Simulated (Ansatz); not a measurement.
Start from `COB(S)S` and change one element to get `C[O][Al]([SH])[SH]`.

Ansatz, PBE0-D4/def2-TZVP geometries, multiplicity 1. Each molecule was computed in one conformer, which needn't be the lowest.

```
                                      property  `COB(S)S`
             HOMO energy (PBE/def2-TZVPP) / eV      -6.12
size of the dipole moment (PBE/def2-TZVPP) / D       1.33
       HOMO–LUMO gap (ωB97M-V/def2-TZVPP) / eV      11.41
            HOMO energy (PBE0/def2-TZVPP) / eV      -7.33
         HOMO energy (ωB97M-V/def2-TZVPP) / eV      -9.47
            LUMO energy (PBE0/def2-TZVPP) / eV       0.18
```

Q: Give the same properties after the change, and the shifts. (An estimate is asked.)

A: The calculation gave: 
```tsv
property	`C[O][Al]([SH])[SH]`	shift
HOMO energy (PBE/def2-TZVPP) / eV	-6.40	-0.28
size of the dipole moment (PBE/def2-TZVPP) / D	0.95	-0.38
HOMO–LUMO gap (ωB97M-V/def2-TZVPP) / eV	10.99	-0.42
HOMO energy (PBE0/def2-TZVPP) / eV	-7.62	-0.29
HOMO energy (ωB97M-V/def2-TZVPP) / eV	-9.78	-0.31
LUMO energy (PBE0/def2-TZVPP) / eV	-0.41	-0.59
```

With PBE0 the HOMO falls by 0.29 eV and the LUMO falls by 0.59 eV, so the gap narrows by about 0.30 eV. PBE moves the HOMO by -0.28 eV and ωB97M-V by -0.31 eV. Dipoles are sizes alone; their direction can turn.

Positive LUMOs are unbound, so they and the gaps depend on the basis.
